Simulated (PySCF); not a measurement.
ClH2Si (calculated)

Calculation on a computer-drawn molecule: vertical ionisation energy to the stated ion spin, frozen-core CCSD(T) at the basis limit and cheaper methods, single-reference cases, UHF for radicals, no spin-orbit; all values are single points at the evaluated structure, the first of each entry, which is the reference or a displaced copy of it and isn't optimised; the reference structure only sets the zero of the energies above reference; triples share is (T) over the correlation energy. Program: PySCF 2.14.0.

Common to all runs: charge 1; multiplicity 1; ion multiplicity 2; diffuse functions no; basis cc-pV(n+d)Z; reference is the Hartree-Fock double-zeta minimum; best is HF at quadruple zeta + MP2 correlation extrapolated from triple and quadruple zeta + CCSD(T) minus MP2 at triple zeta; basis step is the size of the change from the same recipe one zeta lower.

(1) ClH2Si

Evaluated structure:
```xyz
4
ClH2Si
Si    -0.6083    -0.2476    -1.3293
Cl    -1.9454     0.7662    -2.2779
H      0.6191     0.4441    -0.8809
H     -0.8412    -1.6769    -1.0726
```

Reference structure:
```xyz
4
ClH2Si
Si    -0.6180    -0.2505    -1.3250
Cl    -2.0125     0.7703    -2.2321
H      0.5982     0.4416    -0.9209
H     -0.8413    -1.6695    -1.0833
```

- ionisation energy best: 18.98 eV
- ionisation energy basis step: 0.07032 eV
- energy above reference best: 0.1576 kcal/mol
- energy above reference basis step: 0.1505 kcal/mol
- ionisation energy Koopmans at triple zeta: 19.26 eV
- ionisation energy EOM CCSD at triple zeta: 18.83 eV
- total energy HF triple zeta: -749.3645 hartree
- total energy CCSD(T) triple zeta: -749.6941 hartree
- total energy best: -749.7473 hartree
- T1 diagnostic at triple zeta: 0.01249
- D1 diagnostic at triple zeta: 0.03447
- ion T1 diagnostic at triple zeta: 0.04169
- ion D1 diagnostic at triple zeta: 0.1862
- ion spin squared at triple zeta: 0.765
- triples share at triple zeta: 0.03776
- basis functions triple zeta: 106

Drawn bonds:
```csv
atom,other atom,order
1,2,1
1,3,1
1,4,1
```

Triple zeta:
```csv
method,ionisation energy (eV),energy above reference (kcal/mol)
HF,17.84,0.2821
PBE,18.37,0.1067
r2SCAN,18.52,0.1044
B3LYP,18.62,0.2553
wB97X,18.8,0.07759
MP2,19.04,0.2686
CCSD,18.76,0.2385
CCSD(T),18.8,0.2613
```

(2) ClH2Si

Evaluated structure:
```xyz
4
ClH2Si
Si    -0.6083    -0.2476    -1.3293
Cl    -1.9454     0.7662    -2.2779
H      0.5560     0.4085    -0.9039
H     -0.8412    -1.6769    -1.0726
```

Reference structure:
```xyz
4
ClH2Si
Si    -0.6180    -0.2505    -1.3250
Cl    -2.0125     0.7703    -2.2321
H      0.5982     0.4416    -0.9209
H     -0.8413    -1.6695    -1.0833
```

* ionisation energy best: 19.04 eV
* ionisation energy basis step: 0.07224 eV
* energy above reference best: 1.007 kcal/mol
* energy above reference basis step: 0.08175 kcal/mol
* ionisation energy Koopmans at triple zeta: 19.32 eV
* ionisation energy EOM CCSD at triple zeta: 18.89 eV
* total energy HF triple zeta: -749.3637 hartree
* total energy CCSD(T) triple zeta: -749.6928 hartree
* total energy best: -749.7460 hartree
* T1 diagnostic at triple zeta: 0.01241
* D1 diagnostic at triple zeta: 0.03452
* ion T1 diagnostic at triple zeta: 0.03787
* ion D1 diagnostic at triple zeta: 0.1682
* ion spin squared at triple zeta: 0.7641
* triples share at triple zeta: 0.03752
* basis functions triple zeta: 106

Drawn bonds:
```csv
atom,other atom,order
1,2,1
1,3,1
1,4,1
```

Triple zeta:
```csv
method,ionisation energy (eV),energy above reference (kcal/mol)
HF,17.87,0.7891
PBE,18.46,1.558
r2SCAN,18.61,1.143
B3LYP,18.69,1.173
wB97X,18.86,0.9428
MP2,19.07,0.9374
CCSD,18.81,1.027
CCSD(T),18.86,1.112
```

(3) ClH2Si

Evaluated structure:
```xyz
4
ClH2Si
Si    -0.6083    -0.2476    -1.3293
Cl    -1.9454     0.7662    -2.2779
H      1.0018     0.6598    -0.7411
H     -0.8412    -1.6769    -1.0726
```

Reference structure:
```xyz
4
ClH2Si
Si    -0.6180    -0.2505    -1.3250
Cl    -2.0125     0.7703    -2.2321
H      0.5982     0.4416    -0.9209
H     -0.8413    -1.6695    -1.0833
```

* ionisation energy best: 18.2 eV
* ionisation energy basis step: 0.08455 eV
* energy above reference best: 27.31 kcal/mol
* energy above reference basis step: 0.07451 kcal/mol
* ionisation energy Koopmans at triple zeta: 18.27 eV
* ionisation energy EOM CCSD at triple zeta: 18.12 eV
* total energy HF triple zeta: -749.3141 hartree
* total energy CCSD(T) triple zeta: -749.6511 hartree
* total energy best: -749.7041 hartree
* T1 diagnostic at triple zeta: 0.01364
* D1 diagnostic at triple zeta: 0.03447
* ion T1 diagnostic at triple zeta: 0.03379
* ion D1 diagnostic at triple zeta: 0.1217
* ion spin squared at triple zeta: 0.8259
* triples share at triple zeta: 0.0398
* basis functions triple zeta: 106

Drawn bonds:
```csv
atom,other atom,order
1,2,1
1,3,1
1,4,1
```

Triple zeta:
```csv
method,ionisation energy (eV),energy above reference (kcal/mol)
HF,17.35,31.94
PBE,17.61,23.66
r2SCAN,17.7,26.26
B3LYP,17.84,26.7
wB97X,18.07,28.4
MP2,18.04,29.47
CCSD,18.11,27.83
CCSD(T),18.06,27.24
```

(4) ClH2Si

Evaluated structure:
```xyz
4
ClH2Si
Si    -0.5836    -0.1799    -1.3677
Cl    -2.0322     0.7278    -2.2572
H      0.6061     0.4714    -0.9002
H     -0.8232    -1.5523    -1.0634
```

Reference structure:
```xyz
4
ClH2Si
Si    -0.6180    -0.2505    -1.3250
Cl    -2.0125     0.7703    -2.2321
H      0.5982     0.4416    -0.9209
H     -0.8413    -1.6695    -1.0833
```

- ionisation energy best: 19.05 eV
- ionisation energy basis step: 0.07211 eV
- energy above reference best: 1.242 kcal/mol
- energy above reference basis step: 0.06066 kcal/mol
- ionisation energy Koopmans at triple zeta: 19.34 eV
- ionisation energy EOM CCSD at triple zeta: 18.9 eV
- total energy HF triple zeta: -749.3634 hartree
- total energy CCSD(T) triple zeta: -749.6924 hartree
- total energy best: -749.7456 hartree
- T1 diagnostic at triple zeta: 0.0124
- D1 diagnostic at triple zeta: 0.03449
- ion T1 diagnostic at triple zeta: 0.03846
- ion D1 diagnostic at triple zeta: 0.171
- ion spin squared at triple zeta: 0.7642
- triples share at triple zeta: 0.0375
- basis functions triple zeta: 106

Drawn bonds:
```csv
atom,other atom,order
1,2,1
1,3,1
1,4,1
```

Triple zeta:
```csv
method,ionisation energy (eV),energy above reference (kcal/mol)
HF,17.89,1.005
PBE,18.46,1.877
r2SCAN,18.61,1.413
B3LYP,18.7,1.422
wB97X,18.87,1.186
MP2,19.09,1.14
CCSD,18.83,1.249
CCSD(T),18.87,1.338
```

(5) ClH2Si

Evaluated structure:
```xyz
4
ClH2Si
Si    -0.6180    -0.2512    -1.3248
Cl    -2.0116     0.7716    -2.2324
H      1.0665     0.7068    -0.7654
H     -0.8423    -1.6694    -1.0835
```

Reference structure:
```xyz
4
ClH2Si
Si    -0.6180    -0.2505    -1.3250
Cl    -2.0125     0.7703    -2.2321
H      0.5982     0.4416    -0.9209
H     -0.8413    -1.6695    -1.0833
```

* ionisation energy best: 18.05 eV
* ionisation energy basis step: 0.07813 eV
* energy above reference best: 33.41 kcal/mol
* energy above reference basis step: 0.1354 kcal/mol
* ionisation energy Koopmans at triple zeta: 18.07 eV
* ionisation energy EOM CCSD at triple zeta: 17.97 eV
* total energy HF triple zeta: -749.3024 hartree
* total energy CCSD(T) triple zeta: -749.6416 hartree
* total energy best: -749.6943 hartree
* T1 diagnostic at triple zeta: 0.01436
* D1 diagnostic at triple zeta: 0.03616
* ion T1 diagnostic at triple zeta: 0.03493
* ion D1 diagnostic at triple zeta: 0.1284
* ion spin squared at triple zeta: 0.8201
* triples share at triple zeta: 0.04048
* basis functions triple zeta: 106

Drawn bonds:
```csv
atom,other atom,order
1,2,1
1,3,1
1,4,1
```

Triple zeta:
```csv
method,ionisation energy (eV),energy above reference (kcal/mol)
HF,17.12,39.27
PBE,17.46,29.23
r2SCAN,17.54,32.38
B3LYP,17.68,32.7
wB97X,17.89,35.17
MP2,17.84,36.1
CCSD,17.96,34.01
CCSD(T),17.91,33.23
```

(6) ClH2Si

Evaluated structure:
```xyz
4
ClH2Si
Si    -0.6180    -0.2526    -1.3261
Cl    -2.0132     0.7707    -2.2314
H      0.5963     0.4413    -0.9213
H     -0.8407    -1.6716    -1.0846
```

Reference structure:
```xyz
4
ClH2Si
Si    -0.6180    -0.2505    -1.3250
Cl    -2.0125     0.7703    -2.2321
H      0.5982     0.4416    -0.9209
H     -0.8413    -1.6695    -1.0833
```

- ionisation energy best: 18.94 eV
- ionisation energy basis step: 0.07174 eV
- energy above reference best: 0.005937 kcal/mol
- energy above reference basis step: 0.005213 kcal/mol
- ionisation energy Koopmans at triple zeta: 19.24 eV
- ionisation energy EOM CCSD at triple zeta: 18.79 eV
- total energy HF triple zeta: -749.3650 hartree
- total energy CCSD(T) triple zeta: -749.6945 hartree
- total energy best: -749.7476 hartree
- T1 diagnostic at triple zeta: 0.01289
- D1 diagnostic at triple zeta: 0.03616
- ion T1 diagnostic at triple zeta: 0.03595
- ion D1 diagnostic at triple zeta: 0.1588
- ion spin squared at triple zeta: 0.7636
- triples share at triple zeta: 0.03788
- basis functions triple zeta: 106

Drawn bonds:
```csv
atom,other atom,order
1,2,1
1,3,1
1,4,1
```

Triple zeta:
```csv
method,ionisation energy (eV),energy above reference (kcal/mol)
HF,17.74,0.005657
PBE,18.38,0.0008968
r2SCAN,18.53,0.005651
B3LYP,18.61,0.000759
wB97X,18.76,0.008885
MP2,18.96,0.003921
CCSD,18.7,0.003714
CCSD(T),18.76,0.00207
```

(7) ClH2Si

Evaluated structure:
```xyz
4
ClH2Si
Si    -0.5015    -0.2068    -1.3947
Cl    -1.9431     0.8049    -2.1813
H      0.6209     0.3482    -0.9352
H     -0.8002    -1.6288    -1.0125
```

Reference structure:
```xyz
4
ClH2Si
Si    -0.6180    -0.2505    -1.3250
Cl    -2.0125     0.7703    -2.2321
H      0.5982     0.4416    -0.9209
H     -0.8413    -1.6695    -1.0833
```

* ionisation energy best: 19.06 eV
* ionisation energy basis step: 0.07113 eV
* energy above reference best: 6.375 kcal/mol
* energy above reference basis step: 0.01192 kcal/mol
* ionisation energy Koopmans at triple zeta: 19.33 eV
* ionisation energy EOM CCSD at triple zeta: 18.91 eV
* total energy HF triple zeta: -749.3551 hartree
* total energy CCSD(T) triple zeta: -749.6843 hartree
* total energy best: -749.7374 hartree
* T1 diagnostic at triple zeta: 0.01249
* D1 diagnostic at triple zeta: 0.03492
* ion T1 diagnostic at triple zeta: 0.04066
* ion D1 diagnostic at triple zeta: 0.1815
* ion spin squared at triple zeta: 0.7649
* triples share at triple zeta: 0.0375
* basis functions triple zeta: 106

Drawn bonds:
```csv
atom,other atom,order
1,2,1
1,3,1
1,4,1
```

Triple zeta:
```csv
method,ionisation energy (eV),energy above reference (kcal/mol)
HF,17.91,6.213
PBE,18.46,7.091
r2SCAN,18.61,6.56
B3LYP,18.7,6.483
wB97X,18.87,6.348
MP2,19.11,6.261
CCSD,18.84,6.346
CCSD(T),18.88,6.432
```

(8) ClH2Si

Evaluated structure:
```xyz
4
ClH2Si
Si    -0.6204    -0.2571    -1.3286
Cl    -2.0071     0.7679    -2.2214
H      0.5926     0.4528    -0.9247
H     -0.8317    -1.6748    -1.0914
```

Reference structure:
```xyz
4
ClH2Si
Si    -0.6180    -0.2505    -1.3250
Cl    -2.0125     0.7703    -2.2321
H      0.5982     0.4416    -0.9209
H     -0.8413    -1.6695    -1.0833
```

- ionisation energy best: 18.96 eV
- ionisation energy basis step: 0.07162 eV
- energy above reference best: 0.009928 kcal/mol
- energy above reference basis step: 0.05484 kcal/mol
- ionisation energy Koopmans at triple zeta: 19.25 eV
- ionisation energy EOM CCSD at triple zeta: 18.81 eV
- total energy HF triple zeta: -749.3650 hartree
- total energy CCSD(T) triple zeta: -749.6944 hartree
- total energy best: -749.7476 hartree
- T1 diagnostic at triple zeta: 0.01271
- D1 diagnostic at triple zeta: 0.0355
- ion T1 diagnostic at triple zeta: 0.03729
- ion D1 diagnostic at triple zeta: 0.1653
- ion spin squared at triple zeta: 0.764
- triples share at triple zeta: 0.03779
- basis functions triple zeta: 106

Drawn bonds:
```csv
atom,other atom,order
1,2,1
1,3,1
1,4,1
```

Triple zeta:
```csv
method,ionisation energy (eV),energy above reference (kcal/mol)
HF,17.78,0.008564
PBE,18.39,0.08568
r2SCAN,18.54,0.01839
B3LYP,18.62,0.06453
wB97X,18.78,-0.02461
MP2,18.99,0.0279
CCSD,18.73,0.03922
CCSD(T),18.78,0.05888
```

(9) ClH2Si

Evaluated structure:
```xyz
4
ClH2Si
Si    -0.6040    -0.2580    -1.3385
Cl    -1.9692     0.7587    -2.2173
H      0.6084     0.4356    -0.8992
H     -0.8344    -1.6302    -1.1067
```

Reference structure:
```xyz
4
ClH2Si
Si    -0.6180    -0.2505    -1.3250
Cl    -2.0125     0.7703    -2.2321
H      0.5982     0.4416    -0.9209
H     -0.8413    -1.6695    -1.0833
```

* ion T1 diagnostic at triple zeta: withheld
* energy above reference basis step: withheld

Drawn bonds:
```csv
atom,other atom,order
1,2,1
1,3,1
1,4,1
```

(10) ClH2Si

Evaluated structure:
```xyz
4
ClH2Si
Si    -0.6397    -0.2667    -1.2330
Cl    -2.0068     0.7694    -2.2193
H      0.5983     0.3930    -0.9124
H     -0.8052    -1.6802    -1.0518
```

Reference structure:
```xyz
4
ClH2Si
Si    -0.6180    -0.2505    -1.3250
Cl    -2.0125     0.7703    -2.2321
H      0.5982     0.4416    -0.9209
H     -0.8413    -1.6695    -1.0833
```

* ion T1 diagnostic at triple zeta: withheld

Drawn bonds:
```csv
atom,other atom,order
1,2,1
1,3,1
1,4,1
```

Q: What ion T1 diagnostic at triple zeta does the calculation give for ClH2Si (entry 9)?
A: 0.03875

Q: Estimate the energy above reference basis step of ClH2Si (entry 9).
A: 0.1553 kcal/mol

Q: ClH2Si (entry 10): ion T1 diagnostic at triple zeta?
A: 0.03211

Q: Give the table of triple zeta values for ClH2Si (entry 10).
A: 
Triple zeta:
```csv
method,ionisation energy (eV),energy above reference (kcal/mol)
HF,17.66,1.094
PBE,18.39,1.171
r2SCAN,18.53,1.199
B3LYP,18.6,1.02
wB97X,18.73,1.266
MP2,18.9,1.057
CCSD,18.65,1.069
CCSD(T),18.72,1.034
```

Further results for ClH2Si (entry 9):

* ionisation energy best: 19.06 eV
* ionisation energy basis step: 0.07206 eV
* energy above reference best: 0.967 kcal/mol
* ionisation energy Koopmans at triple zeta: 19.34 eV
* ionisation energy EOM CCSD at triple zeta: 18.91 eV
* total energy HF triple zeta: -749.3638 hartree
* total energy CCSD(T) triple zeta: -749.6927 hartree
* total energy best: -749.7460 hartree
* T1 diagnostic at triple zeta: 0.01224
* D1 diagnostic at triple zeta: 0.0339
* ion D1 diagnostic at triple zeta: 0.1724
* ion spin squared at triple zeta: 0.7644
* triples share at triple zeta: 0.03742
* basis functions triple zeta: 106

Triple zeta:
```csv
method,ionisation energy (eV),energy above reference (kcal/mol)
HF,17.9,0.7527
PBE,18.47,1.608
r2SCAN,18.62,1.112
B3LYP,18.71,1.199
wB97X,18.87,0.8575
MP2,19.1,0.9257
CCSD,18.83,1.033
CCSD(T),18.88,1.142
```

Further results for ClH2Si (entry 10):

* ionisation energy best: 18.9 eV
* ionisation energy basis step: 0.07188 eV
* energy above reference best: 1.153 kcal/mol
* energy above reference basis step: 0.1742 kcal/mol
* ionisation energy Koopmans at triple zeta: 19.22 eV
* ionisation energy EOM CCSD at triple zeta: 18.75 eV
* total energy HF triple zeta: -749.3632 hartree
* total energy CCSD(T) triple zeta: -749.6929 hartree
* total energy best: -749.7457 hartree
* T1 diagnostic at triple zeta: 0.01335
* D1 diagnostic at triple zeta: 0.03804
* ion D1 diagnostic at triple zeta: 0.1401
* ion spin squared at triple zeta: 0.7629
* triples share at triple zeta: 0.03803
* basis functions triple zeta: 106
